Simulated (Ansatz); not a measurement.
`BOC[SiH](F)F`, relaxed with RKS PBE0-D4/def2-TZVP in Ansatz 0.2.0 from a PBE-D4/def2-SVP geometry. The force threshold is 0.005 eV/Å; the program also tests the step.

Total charge 0; spin multiplicity 1.

Start:

```xyz
11

B    -1.478   -0.093   -1.522
O    -0.493    0.602   -0.906
C    -0.242    0.511    0.500
Si    1.440   -0.300    0.787
F     1.607   -0.525    2.393
F     2.631    0.704    0.313
H    -2.217   -0.817   -0.869
H    -1.568    0.055   -2.724
H    -1.040   -0.071    1.018
H    -0.242    1.536    0.930
H     1.602   -1.603    0.078
```

Q: How much energy does the relaxation release, and in how many steps? (An estimate is asked.)

A: The calculation gave: 9.00 kJ/mol, in 10 steps.

Q: Which bonds change most? (Best estimate.)

A: Ansatz gave: Si4–F6 from 1.627 to 1.585 Å; Si4–F5 from 1.630 to 1.588 Å; B1–H7 from 1.223 to 1.203 Å; B1–H8 from 1.215 to 1.195 Å.

Q: Give the relaxed structure. (Estimate.)

A: Ansatz gave: 
```xyz
11

B    -1.465   -0.076   -1.511
O    -0.472    0.589   -0.900
C    -0.240    0.489    0.501
Si    1.434   -0.292    0.791
F     1.621   -0.481    2.357
F     2.581    0.677    0.288
H    -2.208   -0.771   -0.870
H    -1.555    0.066   -2.695
H    -1.026   -0.101    0.987
H    -0.267    1.496    0.931
H     1.598   -1.596    0.121
```
